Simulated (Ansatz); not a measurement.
`C[Si](F)(F)[SiH3]` → `[CH2]` (triplet) + `F[SiH](F)[SiH3]` at 600 K and 1 bar (formal loss of a carbene).

Program: Ansatz. Geometries: PBE0-D4/def2-TZVP. ΔE: electronic, gas phase. CBS: MP2 limit from def2 TZ/QZ plus the TZ coupled-cluster correction, frozen cores. This one scheme is used for every species. Triplets are unrestricted, without spin–orbit coupling.

```tsv
species	CCSD(T)/CBS energy (Eh)	H − E (kJ/mol)	S (J/(mol·K))
`C[Si](F)(F)[SiH3]`	-819.55181	248.2	474.8
`[CH2]` (triplet)	-39.09499	66.5	220.8
`F[SiH](F)[SiH3]`	-780.26920	158.1	412.5
```

H − E and S are ideal-gas, rigid-rotor, harmonic terms from PBE0-D4/def2-TZVP, with the whole ground term of open shells counted as degenerate. 1 Eh = 2625.50 kJ/mol, R = 8.31446 J/(mol·K).

Problem. By hand: ΔE, ΔH, ΔS and ΔG.

Solution. ΔE = (-39.09499) + (-780.26920) − (-819.55181) = 0.18762 Eh = 492.6 kJ/mol. Δ(H − E) = 66.5 + 158.1 − 248.2 = -23.6, so ΔH = 469.0 kJ/mol. ΔS = 220.8 + 412.5 − 474.8 = 158.5 J/(mol·K). ΔG = 469.0 − 600 × (158.5)/1000 = 373.9 kJ/mol.

Problem. By hand: the equilibrium constant, and the temperature at which ΔG would vanish if ΔH and ΔS stayed fixed.

Solution. log₁₀ K = −ΔG/(RT ln 10) = -32.6. ΔG = 0 at ΔH/ΔS = 2959 K, far beyond where these terms or the molecules hold.

The number of gas molecules changes by +1, which sets the sign of ΔS. A doubt of 5 kJ/mol in ΔE shifts log₁₀ K by 0.4 here. A triplet takes part, so the spin changes. These are equilibria of isolated gas molecules and say nothing of rates. Largest T1 diagnostic: 0.013 (customary marks: 0.02 for closed shells, 0.045 for open ones).
